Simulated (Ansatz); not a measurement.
Ansatz (an electronic-structure program) input (LC-wPBE/def2-TZVPD):

Ansatz 0.2 input:
```yaml
crystal:
  periodic: [false, false, false]
  atoms:
    - {symbol: Ga, position_ang: [0.00000000, 0.00000000, 0.00000000]}
    - {symbol: I, position_ang: [0.00000000, 0.00000000, 2.38685459]}
    - {symbol: I, position_ang: [-0.00000000, -0.00000000, -2.38685459]}
basis:
  gaussian:
    orbitals: def2-TZVPD
hamiltonian:
  xc: {name: LC-wPBE}
total_charge: 1
output: {forces: true}
```

End of the output:

```
430 factors; integrals over basis functions are off by at most 3.4e-4 eV
mean field: 0.94 GiB planned
mean field evaluation 1: about -68568.0832 eV, gradient 3.0e1 eV
mean field evaluation 2: about -68568.3202 eV, gradient 3.7e1 eV
mean field evaluation 4: about -68569.7909 eV, gradient 7.3e-1 eV
mean field evaluation 8: about -68569.7545 eV, gradient 1.9e-1 eV
mean field evaluation 16: about -68569.7546 eV, gradient 1.8e-5 eV
mean field -68569.75457387 eV, -2519.8920023406 hartree, gradient 1.6e-5 eV, S^2 0.000000; 0 other end points of the search recorded, 0 dependent functions left out
the calculation of the forces begins
reference -68569.75457388 eV, -2519.8920023411 hartree; 40, 40 occupied and 132, 132 virtual orbitals, 1204 factors
Total energy: -68569.75457388 eV, -2519.8920023411 hartree
Atom 0 at     0.000000     0.000000     0.000000 Å, force    -0.000000    -0.000000     0.000000 eV/Å
Atom 1 at     0.000000     0.000000     2.386855 Å, force    -0.000000     0.000000    -0.714426 eV/Å
Atom 2 at    -0.000000    -0.000000    -2.386855 Å, force     0.000000    -0.000000     0.714426 eV/Å
Dipole moment:    -0.000000     0.000000     0.000000 e Å
```
